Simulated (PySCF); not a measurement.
**Radial density of Ge²⁺ (germanium, charge +2)**

MN15, [Ar] 3d10 4s2, closed-shell 1S. Calculation: PySCF 2.14, in x2c-TZVPall (6s5p4d1f, 48 functions); the spin-free X2C one-electron Hamiltonian (Gaussian nucleus).

```json
{"r (bohr)": "0.000739", "4πr²ρ (e/bohr)": "0.2481"}
{"r (bohr)": "0.00124", "4πr²ρ (e/bohr)": "0.6158"}
{"r (bohr)": "0.00209", "4πr²ρ (e/bohr)": "1.520"}
{"r (bohr)": "0.00352", "4πr²ρ (e/bohr)": "3.640"}
{"r (bohr)": "0.00591", "4πr²ρ (e/bohr)": "8.216"}
{"r (bohr)": "0.00995", "4πr²ρ (e/bohr)": "16.83"}
{"r (bohr)": "0.0167", "4πr²ρ (e/bohr)": "29.30"}
{"r (bohr)": "0.0281", "4πr²ρ (e/bohr)": "38.87"}
{"r (bohr)": "0.0473", "4πr²ρ (e/bohr)": "35.79"}
{"r (bohr)": "0.0796", "4πr²ρ (e/bohr)": "32.36"}
{"r (bohr)": "0.134", "4πr²ρ (e/bohr)": "44.93"}
{"r (bohr)": "0.225", "4πr²ρ (e/bohr)": "33.06"}
{"r (bohr)": "0.379", "4πr²ρ (e/bohr)": "24.05"}
{"r (bohr)": "0.637", "4πr²ρ (e/bohr)": "25.84"}
{"r (bohr)": "1.07", "4πr²ρ (e/bohr)": "7.681"}
{"r (bohr)": "1.80", "4πr²ρ (e/bohr)": "1.854"}
{"r (bohr)": "3.03", "4πr²ρ (e/bohr)": "0.2998"}
{"r (bohr)": "5.10", "4πr²ρ (e/bohr)": "0.006440"}
```

Densities and radii are taken from the X2C orbitals without a picture-change correction, which distorts them close to the nucleus.
